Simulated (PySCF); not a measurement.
# Correlation energy of Cl (chlorine, neutral)

[Ne] 3s2 3p5, 2P determinant. All numbers are calculated (PySCF 2.14, scalar relativity by spin-free X2C-1e, in cc-pVTZ-DK). Frozen: [Ne]; 7 electrons correlated.

MP2 pair energies summed by pair of shells (mhartree):

```csv
pair,energy,share (%)
3p-3p,-97.24,61.5
3s-3p,-51.48,32.6
3s-3s,-9.33,5.9
```

Total MP2 correlation energy: -158.05 mhartree.

Same-spin part -36.56 and opposite-spin part -121.50 mhartree; SCS-MP2 scales them by 1/3 and 6/5 to -157.98 mhartree.

| level | correlation energy (mhartree) |
| --- | --- |
| CCSD | -180.89 |
| (T) | -5.52 |
| CCSD(T) | -186.41 |

Diagnostics: T1 = 0.0070, D1 = 0.0228, largest double amplitude 0.052.

Problem. Is a single reference adequate?

Solution. Yes: T1 lies below 0.03 and no double amplitude reaches 0.07.
